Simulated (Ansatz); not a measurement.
`[SiH3]C[SiH2]I` and `FC[SiH2]I` differ in one atom or group.

Ansatz, PBE0-D4/def2-TZVP geometries, multiplicity 1. Each molecule was computed in one conformer, which needn't be the lowest.

Elements past krypton have def2 core potentials.  Spin–orbit coupling is left out; it splits and shifts lone-pair levels of the heavy atoms by tenths of an eV.

| property | `[SiH3]C[SiH2]I` |
| --- | --- |
| size of the dipole moment (B3LYP/def2-TZVPP) / D | 1.39 |
| HOMO energy (PBE0/def2-TZVPP) / eV | -7.60 |
| LUMO energy (ωB97M-V/def2-TZVPP) / eV | 1.09 |
| HOMO–LUMO gap (B3LYP/def2-TZVPP) / eV | 6.48 |
| size of the dipole moment (ωB97M-V/def2-TZVPP) / D | 1.43 |
| HOMO–LUMO gap (PBE0/def2-TZVPP) / eV | 6.92 |

(1) Give the same properties after the change, and the shifts. (Estimate.)

Results:

(1) Computed: 
```tsv
property	`FC[SiH2]I`	shift
size of the dipole moment (B3LYP/def2-TZVPP) / D	2.09	0.70
HOMO energy (PBE0/def2-TZVPP) / eV	-7.74	-0.14
LUMO energy (ωB97M-V/def2-TZVPP) / eV	1.12	0.03
HOMO–LUMO gap (B3LYP/def2-TZVPP) / eV	6.61	0.13
size of the dipole moment (ωB97M-V/def2-TZVPP) / D	2.13	0.70
HOMO–LUMO gap (PBE0/def2-TZVPP) / eV	7.07	0.15
```

Dipoles are sizes alone; their direction can turn.

B3LYP here is the variant with VWN-RPA as its local correlation; programs differ in this.
